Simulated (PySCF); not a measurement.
**Distorted geometries of [Eu(NH)(H2O)]+**

[Eu(NH)(H2O)]+ (singlet in the valence; each metal's 4f electrons, 6 of them, lie in its core potential, out of spins and levels). PySCF 2.14.0, RKS PBE, Eu lcecp-1-SVP with ECP52, N def2-SVP, H def2-SVP, O def2-SVP; non-relativistic Hamiltonian with scalar-relativistic core potentials where named; density fitting; no spin-orbit coupling. Relaxed geometry:

```xyz
6

Eu    0.0850    0.3584   -0.2510
N     1.3188   -0.1157    1.1134
H     2.0069   -0.3700    1.8366
O    -1.7915    0.1232    1.2199
H    -2.7663    0.2080    1.2128
H    -1.5397   -0.1364    2.1305
```

Problem. Order these distorted geometries by energy above the relaxed one, lowest first.
A.
```xyz
6

Eu    0.2599    0.3894   -0.2781
N     1.2858   -0.1180    1.1218
H     2.0280   -0.4180    1.7847
O    -1.8883    0.1372    1.3476
H    -2.8653    0.2067    1.2187
H    -1.5070   -0.1298    2.0676
```
B.
```xyz
6

Eu    0.1982    0.4001   -0.1248
N     1.2553   -0.2451    1.0377
H     2.0917   -0.5380    1.8112
O    -1.9010    0.2786    1.2324
H    -2.8072    0.1934    1.1970
H    -1.5239   -0.0215    2.1087
```
C.
```xyz
6

Eu    0.0885    0.4458   -0.0938
N     1.1908   -0.1531    1.1760
H     2.0912   -0.4674    1.8320
O    -1.8485   -0.0014    1.0803
H    -2.6797    0.4205    1.1789
H    -1.5291   -0.1769    2.0888
```

Solution. C (0.86 eV), A (1.00 eV), B (1.46 eV).

Problem. Which forces (eV/Å) act in the one that lies 1.00 eV up?

Solution. 
```
Eu  -2.97  0.95 -2.17
N    2.61 -1.12  2.72
H   -0.36  0.09  0.01
O   -2.94  3.28 -9.43
H    0.86 -0.36  1.03
H    2.80 -2.84  7.84
```
Forces carry noise of the integration grid, about 0.01 to 0.03 eV/Å.

An lcecp potential fixes the number of 4f electrons, so in runs with it no electron can move into or out of that shell.
